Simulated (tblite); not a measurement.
Compound: C8H14F2.
Atom-mapped SMILES: `[F:1][CH2:2][C@@H:3]1[CH2:4][CH2:5][CH2:6][CH2:7][C@H:8]([F:9])[CH2:10]1` (hydrogens: H11, H12 on C2; H13 on C3; H14, H15 on C4; H16, H17 on C5; H18, H19 on C6; H20, H21 on C7; H22 on C8; H23, H24 on C10)

A start from a force field or distance geometry was refined with GFN2-xTB geometry optimisation, gas phase (tblite). Values at the start:

```
  coordinate    start
       F1–C2  1.349 Å
       C2–C3  1.526 Å
      C2–H12  1.103 Å
       C3–C4  1.540 Å
      C3–C10  1.542 Å
      C3–H13  1.102 Å
       C4–C5  1.536 Å
      C4–H15  1.096 Å
      C5–H16  1.094 Å
      C6–H18  1.096 Å
      C6–H19  1.100 Å
       C7–C8  1.531 Å
       C8–F9  1.363 Å
      C8–C10  1.516 Å
      C8–H22  1.093 Å
     C10–H24  1.090 Å
   C3–C10–C8   116.6°
   C4–C3–C10   113.0°
    C4–C5–C6   114.3°
    C5–C6–C7   117.0°
    C6–C7–C8   115.6°
    C7–C8–F9   106.5°
   C7–C8–C10   113.1°
   F9–C8–C10   106.6°
C2–C3–C10–C8     178°
 C4–C5–C6–C7     -42°
 C5–C6–C7–C8     -35°
 C6–C7–C8–F9    -158°
```

Task: How do these coordinates change at the GFN2-xTB level?

Result: 
```
  coordinate  GFN2-xTB (Å or °)  change
       C8–F9              1.390  +0.027
       F1–C2              1.374  +0.025
      C3–C10              1.530  -0.012
      C8–C10              1.525  +0.009
      C2–H12              1.095  -0.008
      C6–H19              1.092  -0.008
       C4–C5              1.530  -0.006
       C3–C4              1.534  -0.006
      C3–H13              1.096  -0.006
       C7–C8              1.526  -0.005
       C2–C3              1.530  +0.004
      C6–H18              1.092  -0.004
      C8–H22              1.097  +0.004
      C4–H15              1.093  -0.003
     C10–H24              1.093  +0.003
      C5–H16              1.092  -0.002
   C3–C10–C8              114.4    -2.2
    C5–C6–C7              115.0    -2.0
    C7–C8–F9              108.2    +1.7
    C6–C7–C8              113.8    -1.8
   C4–C3–C10              113.7    +0.7
    C4–C5–C6              115.0    +0.7
   F9–C8–C10              107.1    +0.5
   C7–C8–C10              113.5    +0.4
 C6–C7–C8–F9               -151      +7
 C5–C6–C7–C8                -39      -4
 C4–C5–C6–C7                -40      +2
C2–C3–C10–C8                177      -1
```

The energy falls by 2.0 kcal/mol over 50 L-BFGS steps, the largest force on an atom goes from 1.01 to 0.009 eV/Å, and the atoms move by 0.057 Å rms after alignment. The bond that changes most is C8–F9 (sp3 C–F carbon to alkyl fluorine), which lengthens by 0.027 Å. Bonds longer at the end by more than 0.005 Å: 3 of 24; shorter: 7. Rotational constants go from 1687, 973.6, 706.2 to 1697, 966.1, 706.9 MHz.

The run took 0.67 s on an Arm Neoverse N1 with one thread, shared host.

Its GFN2-xTB frequencies are all real (lowest 82 cm⁻¹). One conformer, not necessarily the lowest.

All values are computed, not measured.
